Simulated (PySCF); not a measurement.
A side-by-side comparison of computed properties.

First species: C₅H₉N₃.
Cartesian coordinates in Å at the GFN2-xTB level; atoms count from 1:
```
atom  x, y, z in Å
C1     2.502   -0.169   -0.048
C2     1.119   -0.663   -0.230
N3     0.776   -1.838   -0.669
N4    -0.568   -1.901   -0.702
C5    -1.039   -0.764   -0.281
C6    -2.469   -0.399   -0.163
N7    -0.004    0.076    0.043
C8    -0.083    1.426    0.520
H9     2.666    0.737   -0.631
H10    3.188   -0.940   -0.384
H11    2.702    0.051    1.001
H12   -2.690    0.483   -0.764
H13   -3.068   -1.232   -0.516
H14   -2.730   -0.187    0.874
H15    0.822    1.671    1.074
H16   -0.187    2.126   -0.314
H17   -0.945    1.534    1.180
```

Second species: C5H5ClN2S.
SMILES: `Clc1snnc1C1CC1`

Levels: B3LYP/def2-SVPD for dipole moment, HOMO energy, LUMO energy, HOMO–LUMO gap, static isotropic polarisability and electronic spatial extent ⟨r²⟩ about the centre of nuclear charge; TDDFT B3LYP/def2-SVPD for lowest singlet excitation; TDA B3LYP/def2-SVPD for lowest triplet excitation (Tamm–Dancoff); GFN2-xTB for rotational constant A and rotational constant C. Geometries: GFN2-xTB. Each structure is a single optimised conformer of the isolated species, non-relativistic unless stated; the electronic structure was computed with PySCF and density fitting.

Dipoles, sizes and rotational constants follow the conformer. The torsions of the flexible species, by atom-mapped SMILES:
- `[Cl:1][c:2]1[s:3][n:4][n:5][c:6]1[CH:7]1[CH2:8][CH2:9]1`: N5–C6–C7–C8 -34°

Problem. Which has the higher static isotropic polarisability?

Solution. The second: 102.3 au against 79.0 au, a difference of 23.3 au.

Problem. Which of the two has the higher HOMO–LUMO gap, and by how much?

Solution. The first: 6.51 eV against 5.15 eV, a difference of 1.36 eV.

Problem. Which has the higher T1 energy?

Solution. The first: 4.88 eV against 3.23 eV, a difference of 1.65 eV.

Problem. Which of the two has the higher ⟨r²⟩, and by how much?

Solution. The second: 1606 bohr² against 929 bohr², a difference of 677 bohr².

Problem. Which has the higher rotational constant C?

Solution. The first: 1.331 GHz against 0.676 GHz, a difference of 0.655 GHz.

Problem. Which has the higher HOMO energy?

Solution. The first: -6.58 eV against -7.12 eV, a difference of 0.54 eV.

Problem. Which of the two has the higher rotational constant A, and by how much?

Solution. The first: 3.502 GHz against 1.745 GHz, a difference of 1.757 GHz.

Problem. Which of the two has the higher dipole moment, and by how much?

Solution. The first: 6.05 D against 2.39 D, a difference of 3.66 D.

On the first: No computed singlet falls in the visible range (750 to 380 nm, 1.65 to 3.26 eV); S1 lies 2.38 eV above its blue end. The vertical singlet–triplet gap S1 − T1 is 0.76 eV (TDDFT singlet less Tamm–Dancoff triplet; S1: HOMO→LUMO+1, weight 0.88; T1: HOMO−1→LUMO+1, weight 0.93). GFN2-xTB frequencies show an imaginary mode (26i cm⁻¹), so this geometry is no minimum at that level.

On the second: A dipole of 2.39 D is allowed in Cs, and pure rotational transitions are dipole-allowed. No computed singlet falls in the visible range (750 to 380 nm, 1.65 to 3.26 eV); S1 lies 0.66 eV above its blue end.
